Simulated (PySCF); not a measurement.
Orbital levels and atomic charges: (5,2) BN nanotube piece (B9H14N9)

System: (5,2) BN nanotube piece (B9H14N9).

Cartesian coordinates (Å):
```
  1 B     2.7172    0.5696    0.7883
  2 N     1.8934    1.6761    0.4143
  3 B     1.4799    1.9344   -0.9443
  4 N     0.1294    2.2281   -1.2027
  5 B     1.0348    2.1616    1.4737
  6 N    -0.3221    2.3786    1.1693
  7 B    -0.8453    2.1336   -0.1433
  8 N    -2.1572    1.6212   -0.3937
  9 B    -2.5953    0.5692    0.5016
 10 N    -2.4158   -0.7839    0.0893
 11 B    -2.1450   -1.1588   -1.2792
 12 N    -1.0387   -1.9825   -1.5505
 13 B    -1.8638   -1.6304    1.1280
 14 N    -0.7173   -2.3836    0.8137
 15 B    -0.1236   -2.3293   -0.4900
 16 N     1.2838   -2.3857   -0.7288
 17 B     2.1651   -1.7608    0.2332
 18 N     2.7844   -0.5408   -0.1249
 19 H     3.1469    0.4601    1.8708
 20 H     2.2486    1.8823   -1.8363
 21 H    -0.1853    2.3195   -2.1567
 22 H     1.4346    2.2941    2.5675
 23 H    -0.9754    2.5432    1.9178
 24 H    -2.3002    1.3926   -1.3694
 25 H    -2.8871    0.8303    1.6067
 26 H    -2.8159   -0.7653   -2.1632
 27 H    -0.7895   -2.1808   -2.5077
 28 H    -2.3056   -1.6261    2.2129
 29 H    -0.2036   -2.8320    1.5546
 30 H     1.5247   -2.2055   -1.6954
 31 H     2.2367   -2.1682    1.3271
 32 H     2.6070   -0.2606   -1.0827
```

Method: PBE0/def2-SVP, gas phase, PySCF, fitting set def2-universal-JFIT up to Ne and JKFIT beyond, grid level 1.

Question: Give the orbital energies near the gap.

Answer: 
```tsv
orbital	eV
HOMO-4	-8.34
HOMO-3	-8.28
HOMO-2	-8.18
HOMO-1	-7.09
HOMO	-7.01
LUMO	-0.26
LUMO+1	-0.06
LUMO+2	0.41
LUMO+3	0.51
```

Question: Give the partial charges of the non-hydrogen atoms.

Answer: 
| atom | Mulliken | IAO | Hirshfeld |
| --- | --- | --- | --- |
| B1 | 0.05 | 0.25 | 0.19 |
| N2 | -0.10 | -0.41 | -0.22 |
| B3 | -0.03 | 0.18 | 0.15 |
| N4 | -0.06 | -0.46 | -0.22 |
| B5 | 0.00 | 0.20 | 0.16 |
| N6 | -0.07 | -0.46 | -0.22 |
| B7 | -0.06 | 0.39 | 0.22 |
| N8 | -0.08 | -0.51 | -0.26 |
| B9 | 0.04 | 0.26 | 0.19 |
| N10 | -0.10 | -0.41 | -0.22 |
| B11 | -0.03 | 0.19 | 0.16 |
| N12 | -0.06 | -0.46 | -0.22 |
| B13 | 0.00 | 0.21 | 0.16 |
| N14 | -0.07 | -0.46 | -0.22 |
| B15 | -0.06 | 0.39 | 0.22 |
| N16 | -0.08 | -0.50 | -0.25 |
| B17 | -0.03 | 0.23 | 0.17 |
| N18 | -0.05 | -0.46 | -0.23 |
